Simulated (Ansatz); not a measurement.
C$_{2}$H$_{7}$Cl$_{2}$InO (`C[OH+][In-]([CH3])([Cl])[Cl]`), 13 atoms. Total charge 0; spin multiplicity 1. Correlated methods include outer-core shells of In, which these sets cover unevenly. In: def2 effective core potential. All runs use 4 threads of an Intel Xeon Platinum 8259CL on a shared host. Correlated methods freeze the cores.

(1) How many basis functions does each run have, and how long does it take in Ansatz? RKS PBE0-D4/def2-QZVPP energy; RHF-MP2/def2-QZVPP energy; RKS PBE0-D4/def2-TZVP frequencies; RHF-MP2/def2-TZVPP energy; RKS B3LYP-D4/def2-TZVPP energy and forces; RKS PBE0-D4/def2-TZVP relaxation (14 steps); RKS ωB97M-V/def2-QZVPP energy; RHF-CCSD(T)/def2-SVP energy; RKS PBE0-D4/def2-SVP energy; RKS PBE0-D4/def2-TZVPP energy; RKS ωB97M-V/def2-SVP energy; RKS ωB97X-V/def2-TZVPP energy. (Best estimate.)

## Answers

(1) The calculation gave: Other jobs shared the machine, so times are rough.

```tsv
level	job	functions	wall time	peak host memory (GiB)
RKS PBE0-D4/def2-SVP	energy	139	4 s	0.42
RKS ωB97M-V/def2-SVP	energy	139	12 s	0.61
RKS PBE0-D4/def2-TZVPP	energy	325	15 s	1.3
RHF-MP2/def2-TZVPP	energy	325	20 s	1.1
RKS B3LYP-D4/def2-TZVPP	energy and forces	325	23 s	1.4
RKS ωB97X-V/def2-TZVPP	energy	325	28 s	1.6
RKS PBE0-D4/def2-QZVPP	energy	603	29 s	3
RHF-CCSD(T)/def2-SVP	energy	139	38 s	1.1
RKS ωB97M-V/def2-QZVPP	energy	603	64 s	3.5
RHF-MP2/def2-QZVPP	energy	603	100 s	5
RKS PBE0-D4/def2-TZVP	relaxation (14 steps)	259	3.3 min	1
RKS PBE0-D4/def2-TZVP	frequencies	259	11 min	1
```

B3LYP here is the variant with VWN-RPA as its local correlation; programs differ in this.
